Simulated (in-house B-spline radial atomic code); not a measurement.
## PBE0 excitations of the bismuth ion Bi³⁺

Method: PBE0. Computed with a B-spline radial code for spherical atoms: linear response of the closed shell [Xe] 4f14 5d10 6s2 with the functional's adiabatic kernel; scalar-relativistic (spin-free one-electron X2C), finite nucleus, no spin-orbit coupling, no double excitations, S, P, D and F terms only; shells from n = 4 respond. Only terms of natural parity with L up to 3 were computed.

Spin-orbit coupling is strong here, so these LS terms don't match observed levels.

Command:
```bash
python run_td.py task.json out
```
Settings (radii: box in bohr, nucleus in fm):
```
Z                        83
electrons                80
configuration            [Xe] 4f14 5d10 6s2
hamiltonian              x2c
method                   pbe0
box_radius               23.08
rms_radius               5.5211
intervals                71
```

Run time, properties included: 3 s on 1 thread of AMD EPYC 9R14 (Zen 4), with other jobs on the host.

The lowest states, in the order of their Tamm-Dancoff energies; the method's threshold (minus the highest occupied level) is 40.93 eV. Labels give the largest channel, * marks a mixed state, and oscillator strengths are full-response dipole values. Semilocal kernels can invert the small singlet-triplet splittings of Rydberg terms. Energies in eV:

```csv
state,full response,Tamm-Dancoff,oscillator strength
6s → 6p 3P,10.843,10.956,-
6s → 6p 1P,13.732,14.125,1.6
6s → 7s 3S,23.926,23.931,-
6s → 6d 3D,24.111,24.121,-
6s → 7s 1S,24.530,24.562,-
6s → 6d 1D,?,?,-
5d → 6p 3P,26.996,27.042,-
5d → 6p 3F,27.061,27.118,-
5d → 6p 1F,27.771,27.776,-
6s → 7p 3P,27.787,27.789,-
6s → 7p 1P,?,?,?
6s → 5f 3F,28.496,28.505,-
6s → 5f 1F,28.832,28.839,-
5d → 6p 1P,28.858,29.012,0.997
6s → 8s 3S,31.88,31.88,-
6s → 8s 1S,32.03,32.04,-
```

Where does 6s → 6d 1D lie?

At 24.588 eV in full response, 24.599 eV in Tamm-Dancoff.

Where does 6s → 7p 1P lie?

At 27.901 eV in full response, 27.918 eV in Tamm-Dancoff, oscillator strength 0.199.

How large is the singlet-triplet splitting of 6s → 6p (P terms) in Tamm-Dancoff?

3.17 eV, from the unrounded values.

What polarisabilities and dispersion coefficient does the method give?

Dipole 9.931 bohr³, quadrupole 26.51 bohr⁵, C6 60.9 hartree·bohr⁶ for two such species.
